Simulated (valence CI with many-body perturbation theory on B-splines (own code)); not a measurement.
The numbers below are computed, except where a source is named.
# Ho³⁶⁺: what each term of the Hamiltonian does

Level of theory: valence CI with perturbative core correlation (CI+MBPT): three valence electrons over a frozen Dirac-Fock core [Ar] 3d10, radial functions for each j: 11 s, 11 p, 9 d, 7 f, 5 g, 2 h, 1 i, with the one-electron correlation potential Σ1 (screened to all orders), the two-electron term Σ2, the three-electron term Σ3, Breit, model QED; selected single and double excitations, second order for the rest (own B-spline code, finite nucleus).

No measured spectrum was set against this ion. As an estimate, large intervals hold to a few tenths of a per cent, small ones and those within an open d or f shell to about a per cent.

Each rung adds one term. CI alone is the Dirac-Coulomb CI over the frozen core; QED comes last and gives the full result, which names the levels. Energies are above (4s^2 4p1/2) J=1/2 on the same rung, in cm⁻¹.

Levels are named by their leading jj configuration (3d3/2^4 stands for four electrons in 3d with j = 3/2), which in mixed levels can hold well under half, so a name can repeat and another be missing. Letters in brackets count levels of one name in rising energy.

| Level | CI alone | + Σ1 | + Σ2 | + Σ3 | + Breit | Full |
| --- | --- | --- | --- | --- | --- | --- |
| (4s^2 4p3/2) J=3/2 | 466751 | 468379 | 469063 | 469072 | 463496 | 464115 |
| (4s 4p1/2^2) J=1/2 | 641173 | 640535 | 641691 | 641745 | 646793 | 640070 |
| (4s 4p1/2 4p3/2) J=3/2 [a] | 1019580 | 1020490 | 1024950 | 1025080 | 1024710 | 1018630 |
| (4s 4p1/2 4p3/2) J=5/2 | 1078150 | 1079090 | 1081810 | 1081890 | 1081000 | 1074980 |
| (4s 4p1/2 4p3/2) J=3/2 [b] | 1163970 | 1164920 | 1164020 | 1164060 | 1163200 | 1157300 |
| (4s 4p1/2 4p3/2) J=1/2 | 1190810 | 1191750 | 1186620 | 1186610 | 1186390 | 1180240 |
| (4s 4p3/2^2) J=5/2 | 1504540 | 1506840 | 1511130 | 1511260 | 1504590 | 1499810 |
| (4s^2 4d3/2) J=3/2 | 1562850 | 1563330 | 1558580 | 1558620 | 1551150 | 1549850 |
| (4s 4p3/2^2) J=1/2 | 1655040 | 1657600 | 1656000 | 1655970 | 1650250 | 1644780 |
| (4s^2 4d5/2) J=5/2 | 1694230 | 1695230 | 1689130 | 1689110 | 1679410 | 1678410 |
| (4s 4p3/2^2) J=3/2 | 1694790 | 1697090 | 1690640 | 1690610 | 1684380 | 1679470 |
| (4p1/2^2 4p3/2) J=3/2 | 1817290 | 1817530 | 1814980 | 1815070 | 1819340 | 1806810 |
| (4s 4p1/2 4d3/2) J=3/2 [a] | 2069570 | 2068990 | 2072430 | 2072630 | 2069870 | 2062610 |
| (4s 4p1/2 4d3/2) J=5/2 | 2110140 | 2109750 | 2112500 | 2112680 | 2109520 | 2102050 |
| (4s 4p1/2 4d3/2) J=3/2 [b] | 2201080 | 2201710 | 2199930 | 2200020 | 2197950 | 2188640 |
| (4s 4p1/2 4d3/2) J=1/2 | 2212550 | 2212050 | 2207870 | 2207940 | 2205030 | 2197850 |
| (4s 4p1/2 4d5/2) J=5/2 [a] | 2209310 | 2209920 | 2211720 | 2211880 | 2207620 | 2199250 |
| (4s 4p1/2 4d5/2) J=3/2 [a] | 2225240 | 2225590 | 2223850 | 2223990 | 2220690 | 2212040 |
| (4s 4p1/2 4d5/2) J=5/2 [b] | 2256820 | 2257390 | 2255490 | 2255600 | 2251550 | 2243030 |
| (4s 4p1/2 4d5/2) J=7/2 | 2255860 | 2255990 | 2256100 | 2256260 | 2250360 | 2243490 |
| (4p1/2 4p3/2^2) J=1/2 | 2325800 | 2327670 | 2325090 | 2325120 | 2323930 | 2312040 |
| (4s 4p1/2 4d5/2) J=5/2 [c] | 2354980 | 2355580 | 2351770 | 2351740 | 2347640 | 2339160 |
| (4s 4p1/2 4d5/2) J=3/2 [b] | 2388970 | 2389500 | 2381590 | 2381520 | 2378070 | 2369520 |
| (4s 4p3/2 4d3/2) J=5/2 [a] | 2599890 | 2600960 | 2600080 | 2600220 | 2591660 | 2585050 |
| (4s 4p3/2 4d3/2) J=3/2 [a] | 2599410 | 2600530 | 2600210 | 2600340 | 2592000 | 2585310 |
| (4s 4p3/2 4d3/2) J=1/2 [a] | 2600360 | 2601420 | 2601290 | 2601420 | 2593190 | 2586640 |
| (4s 4p3/2 4d3/2) J=7/2 | 2613510 | 2614670 | 2614500 | 2614640 | 2605250 | 2598870 |
| (4s 4p3/2 4d5/2) J=9/2 | 2620570 | 2622220 | 2626920 | 2627150 | 2615980 | 2609710 |
| (4s 4p3/2 4d5/2) J=3/2 [a] | 2672280 | 2674490 | 2676290 | 2676420 | 2667000 | 2659230 |
| (4s 4p3/2 4d3/2) J=3/2 [b] | 2696340 | 2697870 | 2692820 | 2692900 | 2685120 | 2677330 |
| (4s 4p3/2 4d3/2) J=5/2 [b] | 2699220 | 2700250 | 2697550 | 2697700 | 2687970 | 2683450 |

Task: How does the ionisation energy move along the ladder, and which term matters most?

Result: CI alone 1599.3, + Σ1 1601.0, + Σ2 1600.9, + Σ3 1600.9, + Breit 1599.1, + QED 1599.2 eV. The largest step is Σ1, 1.8 eV, with Breit about as large (-1.7). NIST lists 1598 ± 5 eV (theoretical).
